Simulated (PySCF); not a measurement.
An unknown shows these calculated signals:

1H NMR (400 MHz, computed): δ 4.99 (m, 1H), 3.17 (m, 1H), 2.60 (m, 1H), 2.21 (m, 1H), 2.15 (s, 3H), 1.90 (m, 1H), 1.83 (m, 1H), 1.80 (m, 1H).

13C{1H} NMR (computed): δ 177.2 (C), 87.2 (CH), 45.4 (CH), 35.2 (CH2), 33.3 (CH), 23.7 (CH3), 23.0 (CH), 20.1 (CH).

PySCF 2.14 calculation with GIAO PBE0/pcSseg-1 shieldings and geometry from GFN2-xTB; in vacuum, non-relativistic Hamiltonian, single conformer, rapidly exchanging positions averaged.

Scale: 1H (σ = 31.72 ppm) and 13C (σ = 186.93 ppm) against TMS (reference shieldings calculated alike).

Question: Which of these does the molecule contain: a non-aromatic C=C double bond, an ester, a three-membered ring, a methoxy group, an aldehyde?

Answer: 
- A non-aromatic C=C double bond: no.
- An ester: yes (δC 177.2).
- A three-membered ring: yes.
- A methoxy group: no.
- An aldehyde: no.

The data belong to `CC(=O)O[C@@H]1[C@H]2C[C@@H]3[C@H]2[C@H]13`, C8H10O2; they needn't prove each group on their own.

Carbon signals by region: 1 in the far downfield region (above 160 ppm), 1 at 50–100 ppm, 6 below 50 ppm. Above 160 ppm: 177.2, ester carbonyl carbon.

Shifts are as computed. Against solution values, carbons near 30 ppm lie about +3 ppm off and those near 130 ppm about +5 ppm. Of 1211 compounds with measured shifts, 218 miss one by over three times the rms of a fit or turn the order of signals round; such compounds aren't used in these exercises. No couplings were computed; multiplicities are counted from neighbouring protons, with m where these are inequivalent, close in shift, in a saturated or five-membered ring or joined by F or P, and br s for small geminal =CH2 splittings.
